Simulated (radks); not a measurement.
Task: Species: Ag+. Configuration: [Kr] 4d9 6f1 (not the ground configuration). All-electron calculation, non-relativistic Kohn-Sham, LDA (Slater exchange, Perdew-Wang correlation), spin-polarised, spherical densities, point nucleus; open shells are filled with parallel spins first (spin-orbit coupling, left out, can overturn this in heavy ions); relativity is left out, which matters for an element this heavy. Program: a radial shooting solver on a logarithmic mesh with Libxc functionals. Some entries of the table are withheld. Estimate them.

orbital  occ.  eigenvalue (eV)  r(max) (bohr)  <r^2> (bohr^2)
1s up       1        -24520.16        0.02146        0.001406
1s down     1        -24520.15        0.02146        0.001406
2s up       1        -3554.857         0.1192         0.02323
2s down     1        -3554.658         0.1192         0.02323
2p up       3        -3311.386        0.09339         0.01755
2p down     3        -3311.232        0.09339         0.01755
3s up       1        -665.4420         0.3450          0.1667
3s down     1        -665.3057         0.3450          0.1666
3p up       3        -567.1930         0.3314          0.1620
3p down     3        -567.0465         0.3314          0.1619
3d up       5        -384.9116         0.2738          0.1424
3d down     5        -384.7196         0.2738          0.1423
4s up       1        -108.8001            (1)           1.000
4s down     1        -108.0778            (2)           1.000
4p up       3         -77.7479            (3)           1.163
4p down     3         -77.0240            (4)           1.164
4d up       5         -28.1629          1.018           2.018
4d down     4         -27.4898          1.018           2.036
6f up       1          -1.3450          25.03             (5)
6f down     0          -1.2578          25.42             (6)

Result: 
(1) 4s up r(max) (bohr): 0.8474
(2) 4s down r(max) (bohr): 0.8471
(3) 4p up r(max) (bohr): 0.8856
(4) 4p down r(max) (bohr): 0.8852
(5) 6f up <r^2> (bohr^2): 559.1
(6) 6f down <r^2> (bohr^2): 568.2
